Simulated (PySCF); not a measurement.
# Removing an electron from `CC=C=PC1=CCCC1`

Compound: C₈H₁₁P.
Numbering: `[CH3:1][CH:2]=[C:3]=[P:4][C:5]1=[CH:6][CH2:7][CH2:8][CH2:9]1` (hydrogens: H10, H11, H12 on C1; H13 on C2; H14 on C6; H15, H16 on C7; H17, H18 on C8; H19, H20 on C9)

Cartesian coordinates in Å at the PBE0-D3(BJ)/def2-SVP level; atoms count from 1:
```xyz
20
C8H11P angstrom
C      2.957   -0.274   -2.449
C      2.759    0.575   -1.229
C      1.621    1.114   -0.853
P      0.235    1.923   -0.496
C     -0.629    0.744    0.578
C     -1.809    1.041    1.156
C     -2.295   -0.067    2.043
C     -1.392   -1.251    1.651
C     -0.149   -0.622    0.999
H      3.307   -1.281   -2.168
H      2.026   -0.373   -3.023
H      3.728    0.164   -3.103
H      3.645    0.750   -0.598
H     -2.337    1.991    1.035
H     -2.169    0.219    3.105
H     -3.369   -0.282    1.914
H     -1.916   -1.873    0.909
H     -1.147   -1.903    2.502
H      0.692   -0.513    1.708
H      0.241   -1.208    0.152
```

Level: wB97X-D/def2-SVPD (PySCF). Frontier orbitals with their largest atomic shares (Löwdin; up to four atoms above 4 %):

```csv
orbital,ε (eV),main atoms
HOMO−3,-10.55,"P4 29 %, C3 26 %, C2 14 %, C9 8 %"
HOMO−2,-9.79,"P4 21 %, C5 19 %, C3 13 %, C6 11 %"
HOMO−1,-8.72,"P4 32 %, C3 22 %, C2 21 %, C5 10 %"
HOMO,-8.10,?
LUMO,0.36,"P4 29 %, C3 28 %, C6 13 %, C5 9 %"
LUMO+1,1.55,"C2 28 %, C3 26 %, P4 20 %, C5 6 %"
LUMO+2,2.33,"C1 10 %, C5 9 %, C2 9 %, C9 9 %"
```

What vertical ionisation energy does ΔSCF give, and how far is −ε(HOMO) from it?

ΔSCF: 8.06 eV (777 kJ/mol; threshold wavelength 154 nm); ⟨S²⟩ of the doublet left behind is 0.785, against 0.75 for a pure doublet. −ε(HOMO) is 8.10 eV, 0.04 eV above it. For the exact functional −ε(HOMO) would equal the first vertical ionisation energy; wB97X-D (range-separated hybrid) comes within 0.04 eV of that here.

On which atoms does the HOMO lie?

C3 (central carbon of cumulated double bonds) 24 %, P4 (phosphorus bonded to 2 C) 19 %, C6 (alkene CH carbon) 18 %, C5 (fully substituted alkene carbon) 16 %, so no atom holds as much as 40 %. The HOMO−1 lies 0.62 eV lower.

What total energies stand behind the ΔSCF value?

E(N) = -652.32348 Eh and E(N − 1) = -652.02740 Eh at the same geometry, 0.29608 Eh apart.

What kinetic energy would electrons from this vertical process carry with He II light (40.814 eV)?

40.81 − 8.06 = 32.75 eV.

How many of the 10 lowest singlet excitations (vertical TDDFT, same level) lie below the ionisation energy?

All 10; they run from 4.26 to 6.98 eV.

Isolated species at its PBE0-D3(BJ)/def2-SVP geometry (one conformer only).

The pairwise dispersion term of wB97X-D wasn't added to the energies; at a given geometry it leaves orbitals and properties as they are.
